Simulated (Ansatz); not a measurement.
`C=CN[SiH2]Cl` and `N[SiH2]N[SiH2]Cl` differ in one atom or group.

Ansatz, PBE0-D4/def2-TZVP geometries, multiplicity 1. Each molecule was computed in one conformer, which needn't be the lowest.

```
                                          property  `C=CN[SiH2]Cl`
size of the dipole moment (ωB97M-V/def2-TZVPP) / D            1.37
                 LUMO energy (PBE/def2-TZVPP) / eV           -0.69
           HOMO–LUMO gap (ωB97M-V/def2-TZVPP) / eV           10.76
    size of the dipole moment (PBE/def2-TZVPP) / D            1.35
                 HOMO energy (PBE/def2-TZVPP) / eV           -5.41
               HOMO energy (B3LYP/def2-TZVPP) / eV           -6.29
```

**Question.** Give the same properties after the change, and the shifts. (Estimate.)

**Answer.** Computed: 
```tsv
property	`N[SiH2]N[SiH2]Cl`	shift
size of the dipole moment (ωB97M-V/def2-TZVPP) / D	2.00	0.63
LUMO energy (PBE/def2-TZVPP) / eV	-0.41	0.28
HOMO–LUMO gap (ωB97M-V/def2-TZVPP) / eV	11.96	1.20
size of the dipole moment (PBE/def2-TZVPP) / D	2.05	0.70
HOMO energy (PBE/def2-TZVPP) / eV	-6.17	-0.76
HOMO energy (B3LYP/def2-TZVPP) / eV	-7.33	-1.04
```

With PBE0 the HOMO falls by 1.06 eV and the LUMO rises by 0.18 eV, so the gap widens by about 1.24 eV. PBE moves the HOMO by -0.76 eV and ωB97M-V by -1.22 eV. Dipoles are sizes alone; their direction can turn.

B3LYP here is the variant with VWN-RPA as its local correlation; programs differ in this.
